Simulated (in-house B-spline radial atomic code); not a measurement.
A fraction x of an electron is removed from 3s in the aluminium ion Al²⁺, starting from [Ne] 3s1 and keeping the highest spin. Level of theory: non-relativistic PBEsol, spin-polarised, spherical fractional occupations, point nucleus; calculated with a radial B-spline atomic code at the basis-set limit.

| x | E(x) - E(0) (eV) | 3s up level (eV) |
| --- | --- | --- |
| 0 | 0.0000 | -24.401 |
| 0.01 | 0.2444 | -24.488 |
| 0.22 | 5.5786 | -26.308 |
| 0.34 | 8.7971 | -27.329 |
| 0.45 | 11.8541 | -28.249 |
| 0.5 | 13.2768 | -28.661 |
| 0.62 | 16.7748 | -29.634 |
| 0.67 | 18.2665 | -30.034 |
| 0.86 | 24.1170 | -31.558 |
| 0.94 | 26.6682 | -32.221 |
| 1 | 28.6112 | - |

The exact functional would give a straight line between the two integer points. Deviations E(x) - E(0) - x[E(1) - E(0)], in eV: -0.042 at x = 0.01, -0.716 at x = 0.22, -0.931 at x = 0.34, -1.021 at x = 0.45, -1.029 at x = 0.5, -0.964 at x = 0.62, -0.903 at x = 0.67, -0.489 at x = 0.86, -0.226 at x = 0.94.

The curve lies below the straight line by up to 1.029 eV (at x = 0.5): convex, the delocalisation error that favours fractional charges.

Question: How well does Slater's transition state (minus the level at half occupation) give the ionisation energy?

Answer: It gives 28.661 eV against 28.611 eV from the two total energies; NIST lists 28.45 eV, ground level to ground level.
